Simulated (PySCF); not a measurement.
Excitations are Tamm–Dancoff values on a coarser integration grid. The basis has no diffuse functions, so Rydberg states are missing or too high.

Cartesian coordinates (Å):
```xyz
11

C      2.4830    -0.5298    -0.5874
C      1.5109     0.1382    -0.3667
C      0.3168     0.9288    -0.1073
C     -0.9425     0.1165    -0.1998
C     -1.8416     0.0285     0.7671
H      3.3478    -1.1193    -0.7791
H      0.3889     1.3927     0.8813
H      0.2782     1.7482    -0.8364
H     -1.0905    -0.4187    -1.1340
H     -1.7097     0.5441     1.7133
H     -2.7413    -0.5634     0.6489
```
Charge 0, spin multiplicity 1.

Question: What HOMO–LUMO gap, S1 excitation (TDA) and total energy does PBE0-D4/def2-TZVP run with PySCF give?

Answer: 
| Quantity | Result |
|---|---|
| HOMO–LUMO gap | 7.67 eV |
| S1 excitation (TDA) | 6.45 eV |
| total energy | -193.8741 Ha |
